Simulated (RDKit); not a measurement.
A run for RDKit: UFF on BH3Se2 (SMILES [SeH]B[SeH]), a point of a torsion scan.

```python
from rdkit import Chem
from rdkit.Chem import AllChem, rdDetermineBonds

blocks = [
'''6

Se   -1.91632592    0.02214478   -0.54826376
B    -0.06890148    0.43666013   -0.72125982
Se    0.51851867    1.49423987   -2.18803866
H    -1.82875598   -0.75720713    0.66198474
H     0.69841557    0.04488026    0.06658986
H     1.92385941    1.51177427   -1.86491764
''',
]
mol = None
for b in blocks:
    f = Chem.MolFromXYZBlock(b)
    rdDetermineBonds.DetermineBonds(f, charge=0)
    mol = f if mol is None else Chem.CombineMols(mol, f)
Chem.SanitizeMol(mol)
print(Chem.MolToSmiles(Chem.RemoveHs(mol)))
ff = AllChem.UFFGetMoleculeForceField(mol, vdwThresh=100.0, ignoreInterfragInteractions=False)
e = ff.CalcEnergy()
print(f'UFF energy {e:.6f} kcal/mol')
```

Program output:

```
[SeH]B[SeH]
UFF energy 20.869058 kcal/mol
```

The run finished.

Cost: very roughly 0.020 core-seconds.
